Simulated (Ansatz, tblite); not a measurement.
Removing an electron: Si(CCH)2H2 (C4H4Si). Total charge 0; singlet. Geometry: PBE0-D4/def2-SVP. Ansatz, gas phase; energy differences of separate SCF runs; the oxidised species was run as a doublet alone.

```xyz
9

Si   -0.535   -0.136    0.778
C     0.478   -1.425   -0.041
C     1.147   -2.287   -0.578
H     1.740   -3.048   -1.055
C    -0.367    1.453   -0.120
C    -0.262    2.511   -0.709
H    -0.167    3.447   -1.232
H    -0.069    0.039    2.182
H    -1.965   -0.556    0.774
```

The xTB rows come from tblite.

```json
{"level": "GFN1-xTB", "−HOMO (eV)": "12.29", "vertical IE (eV)": "15.00", "−LUMO (eV)": "7.21", "HOMO–LUMO gap (eV)": "5.08"}
{"level": "GFN2-xTB", "−HOMO (eV)": "11.03", "vertical IE (eV)": "13.90", "−LUMO (eV)": "6.00", "HOMO–LUMO gap (eV)": "5.02"}
{"level": "PBE-D4/def2-TZVP", "−HOMO (eV)": "7.01", "vertical IE (eV)": "9.75", "−LUMO (eV)": "1.47", "HOMO–LUMO gap (eV)": "5.54"}
{"level": "r2SCAN-D4/def2-TZVP", "−HOMO (eV)": "7.25", "vertical IE (eV)": "9.85", "−LUMO (eV)": "1.25", "HOMO–LUMO gap (eV)": "6.01"}
{"level": "PBE0-D4/def2-TZVP", "−HOMO (eV)": "8.21", "vertical IE (eV)": "10.12", "−LUMO (eV)": "0.52", "HOMO–LUMO gap (eV)": "7.69"}
```

Relaxing the oxidised species (PBE0-D4/def2-SVP) changes its energy by 0.00 eV at PBE0-D4/def2-TZVP, so the adiabatic ionisation energy to this nearest minimum is 10.12 eV. At PBE-D4/def2-TZVP it is 9.70 eV.   Raw xTB energy differences between charge states are shifted by several eV; the methods need an empirical correction for them.
